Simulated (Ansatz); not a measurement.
`CC(C)(C)Br` → `CC(C)Br` + `[CH2]` (triplet) at 500 K and 1 bar (formal loss of a carbene).

Gas-phase electronic energies from Ansatz, PBE0-D4/def2-TZVP geometries. CCSD(T)/CBS is the MP2 limit (def2-TZVPP, def2-QZVPP) plus CCSD(T) − MP2 in def2-TZVPP, frozen cores. This one scheme is used for every species. Triplets are unrestricted, without spin–orbit coupling. For Br outer-core shells are correlated without core-valence functions, which leaves a few kJ/mol of doubt a bond. Scalar relativity is left out up to krypton.

```
          species  CCSD(T)/CBS energy (Eh)  H − E (kJ/mol)  S (J/(mol·K))
     `CC(C)(C)Br`              -2730.96967           367.6          398.0
        `CC(C)Br`              -2691.70361           285.2          367.5
`[CH2]` (triplet)                -39.09499            62.7          213.9
```

H − E and S are ideal-gas, rigid-rotor, harmonic terms from PBE0-D4/def2-TZVP, with the whole ground term of open shells counted as degenerate. 1 Eh = 2625.50 kJ/mol, R = 8.31446 J/(mol·K).

Task: By hand: ΔE, ΔH, ΔS and ΔG.

Result: ΔE = (-2691.70361) + (-39.09499) − (-2730.96967) = 0.17107 Eh = 449.1 kJ/mol. Δ(H − E) = 285.2 + 62.7 − 367.6 = -19.7, so ΔH = 429.4 kJ/mol. ΔS = 367.5 + 213.9 − 398.0 = 183.4 J/(mol·K). ΔG = 429.4 − 500 × (183.4)/1000 = 337.7 kJ/mol.

Task: By hand: the equilibrium constant, and the temperature at which ΔG would vanish if ΔH and ΔS stayed fixed.

Result: log₁₀ K = −ΔG/(RT ln 10) = -35.3. ΔG = 0 at ΔH/ΔS = 2341 K.

The number of gas molecules changes by +1, which sets the sign of ΔS. A doubt of 5 kJ/mol in ΔE shifts log₁₀ K by 0.5 here. A triplet takes part, so the spin changes. These are equilibria of isolated gas molecules and say nothing of rates. Largest T1 diagnostic: 0.011 (customary marks: 0.02 for closed shells, 0.045 for open ones).
